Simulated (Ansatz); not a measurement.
Abridged output of a molecular run in Ansatz:

```
Functional definition: HF
2259 factors; integrals over basis functions are off by at most 1.3e-3 eV
mean field evaluation 1: about -19199.8473 eV, gradient 7.1e1 eV
mean field evaluation 2: about -19200.1524 eV, gradient 7.1e1 eV
mean field evaluation 4: about -19210.6632 eV, gradient 7.3e0 eV
mean field evaluation 8: about -19210.8712 eV, gradient 7.9e-1 eV
mean field evaluation 16: about -19210.8763 eV, gradient 2.8e-6 eV
mean field -19210.87627247 eV, -705.9866814136 hartree, gradient 2.8e-6 eV, S^2 0.000000; 0 other end points of the search recorded, 0 dependent functions left out
13 core orbitals not correlated: weight in the atoms' cores, before any rotation towards them, 1.000 or more for the frozen orbitals, at most 0.000 for the correlated occupied ones
reference -19210.87627247 eV, -705.9866814136 hartree; 36, 36 occupied and 178, 178 virtual orbitals, 2259 factors
second order -52.93373090 eV of doubles, -0.00000000 eV of singles
cycle   1  -52.99910614 eV  change   -6.5e-2 eV  update   1.9e-1
cycle   2  -54.43039567 eV  change    -1.4e0 eV  update   5.5e-2
cycle   3  -54.81226504 eV  change   -3.8e-1 eV  update   3.0e-2
cycle   4  -54.78605188 eV  change    2.6e-2 eV  update   6.9e-3
cycle   5  -54.78113042 eV  change    4.9e-3 eV  update   2.9e-3
cycle   6  -54.78250072 eV  change   -1.4e-3 eV  update   8.4e-4
cycle   7  -54.78197347 eV  change    5.3e-4 eV  update   3.5e-4
cycle   8  -54.78164326 eV  change    3.3e-4 eV  update   1.2e-4
cycle   9  -54.78170380 eV  change   -6.1e-5 eV  update   5.4e-5
cycle  10  -54.78175766 eV  change   -5.4e-5 eV  update   2.5e-5
perturbative correction -1.74096976 eV, -0.0639794586 hartree
Total energy: -19267.39899989 eV, -708.0638533338 hartree
```

Its atoms:

Z-matrix (Å, degrees):
```
C
C 1 1.493
H 1 1.087 2 109.9
H 1 1.092 2 109.2 3 121.1
H 1 1.092 2 109.8 3 -121.6
O 2 1.365 1 110.8 3 -179.1
O 2 1.192 1 126.3 3 -1.2
B 6 1.371 2 124.7 1 -164.5
O 8 1.371 6 119.7 2 36.2
O 8 1.371 6 119.7 2 -155.2
C 9 1.365 8 124.7 6 -155.2
C 10 1.365 8 124.7 6 36.2
O 11 1.192 9 122.9 8 17.4
C 11 1.493 9 110.8 8 -164.6
O 12 1.192 10 122.9 8 17.4
C 12 1.493 10 110.8 8 -164.5
H 14 1.092 11 109.8 9 59.2
H 14 1.087 11 109.9 9 -179.2
H 14 1.092 11 109.2 9 -58.1
H 16 1.092 12 109.8 10 59.4
H 16 1.087 12 109.9 10 -179.1
H 16 1.092 12 109.2 10 -58.0
```

Which basis set was used?
A. def2-SVPD
B. def2-TZVPPD
C. cc-pV(Q+d)Z
D. def2-SVP

D. It gives 227 functions.

Write the keys of the input that set method, charge and spin (a neutral closed shell needs none for the last two).


```yaml
correlation: {method: ccsd_t}
```
